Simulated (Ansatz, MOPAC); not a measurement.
Species: SiNH₄, charge 0, multiplicity 2. SMILES: [NH][SiH3]

Atoms: N1, Si2, H3, H4, H5, H6. Bonds: N1-Si2, N1-H3, Si2-H4, Si2-H5, Si2-H6.

Bond lengths (Å) and angles (degrees) optimised at PM6 with MOPAC; HF/STO-3G with Ansatz (an electronic-structure program); HF/3-21G with Ansatz, each started from the B3LYP-D3(BJ)/def2-TZVP structure (Ansatz) of the last column. A row stands for all coordinates that are equal there; 8 of 11 kinds are shown. No wavenumbers were computed at HF/STO-3G, so these may be saddle points.

| coordinate | PM6 | HF/STO-3G | HF/3-21G | B3LYP-D3(BJ)/def2-TZVP |
|---|---|---|---|---|
| N1-Si2 | 1.693 | 1.808 | 1.807 | 1.755 |
| N1-H3 | 0.980 | 1.055 | 1.019 | 1.023 |
| Si2-H4 | 1.477 | 1.424 | 1.483 | 1.488 |
| Si2-H5 | 1.468 | 1.424 | 1.491 | 1.487 |
| Si2-H6 | 1.466 | 1.421 | 1.482 | 1.477 |
| Si2-N1-H3 | 175.3 | 105.2 | 120.3 | 112.9 |
| N1-Si2-H4 | 100.4 | 109.5 | 107.2 | 108.3 |
| N1-Si2-H5 | 110.6 | 109.5 | 115.2 | 111.7 |

Mean signed difference of all 5 bond lengths from B3LYP-D3(BJ)/def2-TZVP: PM6 -0.029 Å, HF/STO-3G -0.019 Å, HF/3-21G 0.011 Å.
